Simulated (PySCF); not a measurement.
**Kr (krypton, neutral): UHF calculation**

Configuration: [Kr], closed-shell 1S. All numbers are calculated (PySCF 2.14, the spin-free X2C one-electron Hamiltonian (Gaussian nucleus), in Sapporo-DKH3-DZP-2012).

| Item | Value |
| --- | --- |
| Total energy | -2788.110262 hartree |
| One-electron energy | -3876.3986 hartree |
| Hartree (Coulomb) energy | 1183.8183 hartree |
| Exchange energy | -95.5300 hartree |
| ⟨S²⟩ | 0.0000 |
| ⟨L²⟩ | 0.000 |
| Sum of ⟨r⟩ | 26.08 bohr |
| Sum of ⟨r²⟩ | 39.05 bohr² |
| Langevin diamagnetic susceptibility | -30.9 ×10⁻⁶ cm³/mol |
| Time after the integrals | 0.07 s of wall time on 1 thread of Intel(R) Xeon(R) 6975P-C (shared host) |

```tsv
shell	electrons	mean orbital energy (hartree)	rms radius, mean of both spins (bohr)
1s	2	-529.32627	0.0478
2s	2	-72.04483	0.199
2p	6	-63.52458	0.177
3s	2	-11.21983	0.565
3p	6	-8.41389	0.581
3d	10	-3.74976	0.612
4s	2	-1.18699	1.71
4p	6	-0.52292	2.10
```

Densities and radii are taken from the X2C orbitals without a picture-change correction, which distorts them close to the nucleus.
